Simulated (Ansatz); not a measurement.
`BN1C[SiH2]1` → `[SiH3]N1BC1`  (isomerisation)

Gas-phase electronic energies from Ansatz, PBE0-D4/def2-TZVP geometries. CCSD(T)/CBS is the MP2 limit (def2-TZVPP, def2-QZVPP) plus CCSD(T) − MP2 in def2-TZVPP, frozen cores. DFT in def2-TZVPP. B3LYP here is the variant with VWN-RPA as its local correlation; programs differ in this. HSE06 is defined as in plane-wave codes.

**Question.** Is it downhill or uphill in electronic energy at CCSD(T)/CBS, and by how much? (Best estimate.)

**Answer.** Ansatz gave: Downhill: ΔE = -0.11 eV.

**Question.** What do these levels give: PBE-D4, B2PLYP, PBE0, B3LYP, r2SCAN0, HSE06, BHLYP, LC-ωPBE, CCSD(T)/def2-SVP, HF/def2-QZVPP, MP2/CBS(def2), CCSD/CBS(def2)? (Estimate.)

**Answer.** Computed: PBE-D4 -0.05, B2PLYP -0.11, PBE0 -0.09, B3LYP -0.11, r2SCAN0 -0.11, HSE06 -0.09, BHLYP -0.14, LC-ωPBE -0.13, CCSD(T)/def2-SVP -0.20, HF/def2-QZVPP -0.21, MP2/CBS(def2) -0.12, CCSD/CBS(def2) -0.12 eV.

Largest T1 diagnostic among the species: 0.014.

At CCSD(T), def2-SVP lies −0.09 eV from the extrapolated value and def2-TZVPP +0.01 eV. Leaving LDA and LC-ωPBE aside and taking each functional with its dispersion term where it has one, the values, not all of them listed here, spread over 0.08 eV, from BHLYP-D4 to PBE-D4. LDA lies +0.04 eV from PBE without D4.
